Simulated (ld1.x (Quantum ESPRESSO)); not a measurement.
Configuration tests for La (TM)

```
Element                 : lanthanum
Generator               : ld1.x (Quantum ESPRESSO) 7.5
Type                    : norm-conserving Troullier–Martins (Kleinman–Bylander form)
Functional              : LDA (PZ)
Relativity              : fully relativistic
Frozen core             : [Kr] 4d10 5s2
Valence charge          : 9
Reference configuration : 4f0 5p6 5d2 6s1 6p0
Partial waves           : 6s (bound): rc 3.20 bohr; 5p (bound): rc 2.20 bohr; 5d (bound): rc 2.65 bohr; 4f (bound, empty): rc 1.50 bohr
Local potential         : all-electron potential smoothed inside 2.95 bohr (lloc = -1)
Core correction         : none
```

Open shells are filled in proportion to 2j + 1 (rel_dist='average').

Energies are relative to the spin-unpolarised reference configuration 4f0 5p6 5d2 6s1 6p0; without spin polarisation the order of configurations can differ from experiment. Not all tests gave a result: 1 of 7 tests not solved or not reliable. Left out of the table: 4f1 5p6 5d0 6s2 6p0 (all-electron atom not converged, printed error -13.4 eV).

| valence configuration | charge | ΔE all-electron (eV) | error AE − PS (meV) |
| --- | --- | --- | --- |
| 4f0 5p6 5d1 6s2 6p0 | 0 | -0.829 | -12 |
| 4f0 5p6 5d1 6s1 6p0 | +1 | 5.333 | -3.0 |
| 4f0 5p6 5d1 6s0 6p0 | +2 | 16.483 | +18 |
| 4f0 5p6 5d1 6s0 6p2 | 0 | 4.200 | +123 |

**Question.** What are ΔE and the potential's error for 4f1 5p6 5d0 6s1 6p0?

**Answer.** ΔE = 5.542 eV all-electron; the error (AE − PS) is +363 meV.

**Question.** What are ΔE and the potential's error for 4f1 5p6 5d1 6s0 6p0?

**Answer.** ΔE = 6.288 eV all-electron; the error (AE − PS) is +232 meV.

Levels in the configuration 4f0 5p6 5d1 6s0 6p0:

```
   level  all-electron (eV)  pseudo (eV)
5p j=1/2            -36.872      -36.814
5p j=3/2            -34.273      -34.219
5d j=3/2            -15.007      -14.975
5d j=5/2            -14.761      -14.730
```

Note: ghost state, extra bound levels that the all-electron valence spectrum of the same l lacks: s at -17.1 eV. A true bound ghost makes a file unfit for plane-wave use.
